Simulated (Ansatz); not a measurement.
Species: C6H11, charge 0, multiplicity 2. It need not be the lowest isomer of its formula. 
Coordinates optimised at B3LYP-D3(BJ)/def2-TZVP (Ansatz, a first-principles code):
```
C
H 1 1.0933
H 1 1.0935 2 107.03
C 1 1.4962 2 110.02 3 119.25
H 4 1.0832 1 118.61 2 31.49
C 4 1.4852 5 119.15 1 -164.41
H 6 1.0905 4 111.97 5 -23.33
H 6 1.0959 7 108.18 4 123.11
H 6 1.1003 7 107.36 8 113.99
C 1 1.5123 2 108.91 3 -119.00
C 10 1.3316 1 127.21 2 136.34
H 10 1.0858 11 117.91 1 -176.65
H 11 1.0867 10 117.32 12 1.18
C 11 1.4972 13 115.11 10 179.94
H 14 1.0887 11 112.83 13 178.87
H 14 1.0938 15 108.04 3 116.39
H 14 1.0941 15 107.70 16 114.76
```
Charge 0, spin multiplicity 2.

Property: atomisation energy (electronic, to ground-state atoms); the coupled-cluster value holds the core correlation from cc-pwCVTZ, in kcal/mol. Correlated levels leave the core frozen unless marked. Open shells are spin-unrestricted. No spin-orbit coupling. Non-relativistic. Basis-set limits of correlation are two-point, X^-3; Hartree-Fock from the larger set. [CCSD(T)-MP2]/basis is that difference in the basis named.

Level to compare with: RI-MP2/CBS(cc-pVTZ,cc-pVQZ)+[CCSD(T)-MP2]/cc-pVTZ plus the core term (Ansatz), 1643.7 kcal/mol. It is a level with limits of its own, and the differences hold the functionals' basis error too.

Question: Rank these functionals by how close they come to RI-MP2/CBS(cc-pVTZ,cc-pVQZ)+[CCSD(T)-MP2]/cc-pVTZ, closest first: PBE/def2-TZVPD (Ansatz); HSE06/def2-TZVPD (Ansatz); SVWN5/def2-TZVPD (Ansatz).

Answer: HSE06/def2-TZVPD (screened hybrid, 1650.2 kcal/mol, difference 6.5), PBE/def2-TZVPD (GGA, 1667.6 kcal/mol, difference 23.9), SVWN5/def2-TZVPD (LDA, 1860.6 kcal/mol, difference 216.9)
